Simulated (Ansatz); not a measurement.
Job for Ansatz (a quantum-chemistry and plane-wave program): R-CCSD(T)/aug-cc-pV(D+d)Z on H4S (a complex). Files ending in .json are basis or fitting sets from the Basis Set Exchange.

Ansatz 0.2 input:
```yaml
crystal:
  periodic: [false, false, false]
  atoms:
    - {symbol: S, position_ang: [0.49914149, -0.66804580, 0.15842331]}
    - {symbol: H, position_ang: [-0.80797423, -0.94139000, 0.29760072]}
    - {symbol: H, position_ang: [0.28396807, 0.65722103, 0.16768560]}
    - {symbol: H, position_ang: [0.15590097, -0.17408637, 3.27534443]}
    - {symbol: H, position_ang: [-0.05369787, 0.02738725, 3.96163435]}
basis:
  gaussian:
    orbitals: aug-cc-pV_D+d_Z.json
magnetization: {spin_polarized: false}
correlation: {method: ccsd_t, electrons: outside_noble_gas}
scf: {lower_state_search: off}
```

The head of its log:

```
WARN ansatz: RAYON_NUM_THREADS=2 ignored (pool sized by the plan → 2); use --threads N
Functional definition: HF
these checks for a lower state are left out or cut short: stability, starts, cluster_reference, orbital_swaps, neighbouring_geometries, increment
integrals: 0.04 GiB planned
647 factors; integrals over basis functions are off by at most 1.2e-3 eV
mean field: 0.10 GiB planned
mean field evaluation 1: about -10879.2836 eV, gradient 1.2e1 eV
mean field evaluation 2: about -10879.2826 eV, gradient 1.2e1 eV
mean field evaluation 4: about -10879.9358 eV, gradient 1.3e0 eV
mean field evaluation 8: about -10879.9486 eV, gradient 1.7e-5 eV
mean field -10879.94863655 eV, -399.8307376993 hartree, gradient 2.6e-6 eV, S^2 0.000000; 0 other end points of the search recorded, 0 dependent functions left out
5 core orbitals not correlated
reference -10879.94863655 eV, -399.8307376993 hartree; 5, 5 occupied and 58, 58 virtual orbitals, 647 factors
```

What total energy does the run end on?

-400.0534 hartree (reference determinant -399.8307, T1 diagnostic 0.009).
